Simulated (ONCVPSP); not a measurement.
**cobalt, ONCV: configuration errors across variants**

cobalt (Co), optimised norm-conserving Vanderbilt (ONCV), made with ONCVPSP 4.0.1 (PBE, scalar-relativistic). Core [Ne], reference 3s2 3p6 3d7 4s2. Waves: 3s+4s: rc 1.35 bohr, ncon 4, nbas 8, qcut 6.7 1/bohr, 2 projectors; 3p: rc 0.80 bohr, ncon 4, nbas 9, qcut 8.7 1/bohr, 2 projectors, debl 1.5 Ha; 3d: rc 1.15 bohr, ncon 4, nbas 8, qcut 13.4 1/bohr, 2 projectors, debl 1.6 Ha. Local part: polynomial inside 0.70 bohr (lpopt 5, dvloc0 0 Ha). Core correction: none.

In the p channel the program set the typed energies aside and used -2.412, 0.250 Ha.

All-electron excitation energies from the reference (eV): (1) 3s2 3p6 3d7 4s1 9.031; (2) 3s2 3p6 3d7 4s0 25.816; (3) 3s2 3p6 3d6 4s0 61.686; (4) 3s1 3p6 3d7 4s2 110.502.

1 further variants failed, have other tests or too few solved ones, and are left out.

Errors AE − PS in meV (a dash: test not solved or not reliable):

```tsv
change	(1)	(2)	(3)	(4)	bound ghosts	GHOST(+) flags above zero
base	-0.1	+1.8	-3.6	-195	none	s
s: rc 1.8	-0.1	+2.0	-6.6	-243	none	none
local potential polynomial inside 0.70 bohr (lpopt 5, dvloc0 8.5 Ha)	-0.1	+1.8	-3.6	-195	none	none
d: ncon 5, nbas 9	-0.1	+1.7	-4.8	-176	none	s
d: qcut 16.4	-0.1	+1.7	-5.5	-164	none	s
```

Task: Give the same row for: all radii scaled by about 0.78 (s 1.06, p 0.62, d 0.90 bohr); local potential polynomial inside 0.54 bohr (lpopt 5, dvloc0 0 Ha).

Result: -0.1, +1.5, -4.6, -51; bound ghosts: none; GHOST(+) flags above zero: s, p.
